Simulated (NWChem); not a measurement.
System meant: AlH$_{3}$O$_{3}$; SMILES [OH][Al]([OH])[OH]

Here is an NWChem input.

```
start job
memory heap 200 mb stack 900 mb global 1100 mb
geometry units angstroms noautosym nocenter noautoz
  Al     0.000000     0.000000     0.000000
  O     -1.471187     0.842905     0.000000
  H     -1.533537     1.798950     0.000000
  O      1.465571     0.852633     0.000000
  H      2.324705     0.428607     0.000000
  O      0.005616    -1.695538     0.000000
  H     -0.791168    -2.227557     0.000000
end
basis spherical
  * library def2-svp
end
dft
  xc xtpss03 ctpss03
  iterations 150
end
property
  shielding 3 1 2 3
end
task dft property
```

End of the output:

```
 Vector   23  Occ=0.000000D+00  E= 6.282269D-02
              MO Center= -8.5D-01,  1.5D-01, -2.5D-10, r^2= 6.9D+00
   Bfn.  Coefficient  Atom+Function         Bfn.  Coefficient  Atom+Function
  ----- ------------  ---------------      ----- ------------  ---------------
    34      0.748834  3 H  s                 72     -0.680388  7 H  s
    59      0.613577  6 O  s                 21     -0.610188  2 O  s
    12      0.418467  1 Al py                11     -0.261401  1 Al px
    26     -0.254364  2 O  py                23     -0.202790  2 O  py
    71     -0.153953  7 H  s                 63     -0.136026  6 O  px

 center of mass
 --------------
 x =   0.00000000 y =  -0.00000000 z =   0.00000000

 moments of inertia (a.u.)
 ------------------
         276.481476181593          -0.000068290338           0.000000000000
          -0.000068290338         276.481484315324           0.000000000000
           0.000000000000           0.000000000000         552.962960496917

     Multipole analysis of the density
     ---------------------------------

     L   x y z        total         alpha         beta         nuclear
     -   - - -        -----         -----         ----         -------
     0   0 0 0     -0.000000    -20.000000    -20.000000     40.000000

     1   1 0 0     -0.000000     -0.000000     -0.000000     -0.000000
     1   0 1 0     -0.000001     -0.000001     -0.000001      0.000000
     1   0 0 1     -0.000000     -0.000000     -0.000000      0.000000

     2   2 0 0    -19.797552    -86.463296    -86.463296    153.129039
     2   1 1 0     -0.000004     -0.000020     -0.000020      0.000035
     2   1 0 1      0.000000      0.000000      0.000000      0.000000
     2   0 2 0    -19.797549    -86.463292    -86.463292    153.129034
     2   0 1 1     -0.000000     -0.000000     -0.000000      0.000000
     2   0 0 2    -19.969994     -9.984997     -9.984997      0.000000

          -----------------------------------------
          Chemical Shielding Tensors (GIAO, in ppm)
          -----------------------------------------

 ------------------------------------------------------------------------
  xtpss03: d2 not coded                    0
 ------------------------------------------------------------------------
 ------------------------------------------------------------------------
  current input line :
    22: task dft property
 ------------------------------------------------------------------------
 ------------------------------------------------------------------------
 This error has not yet been assigned to a category
 ------------------------------------------------------------------------
 For more information see the NWChem manual at https://nwchemgit.github.io

0: xtpss03: d2 not coded:Received an Error in Communication
```

**Question.** Can this run be used? If not, why, and what is the fix?

**Answer.** The run crashed. Cause: this functional's second derivatives, which shieldings need, aren't coded here; the fix takes a hybrid GGA instead. This input runs:
```
start job
memory heap 200 mb stack 900 mb global 1100 mb
geometry units angstroms noautosym nocenter noautoz
  Al     0.000000     0.000000     0.000000
  O     -1.471187     0.842905     0.000000
  H     -1.533537     1.798950     0.000000
  O      1.465571     0.852633     0.000000
  H      2.324705     0.428607     0.000000
  O      0.005616    -1.695538     0.000000
  H     -0.791168    -2.227557     0.000000
end
basis spherical
  Al library def2-svp
  O library def2-svp
  H library def2-svp
end
dft
  xc pbe0
  iterations 150
end
property
  shielding 3 1 2 3
end
task dft property
```
It converges to -469.45884 Ha (PBE0/def2-SVP, GIAO).
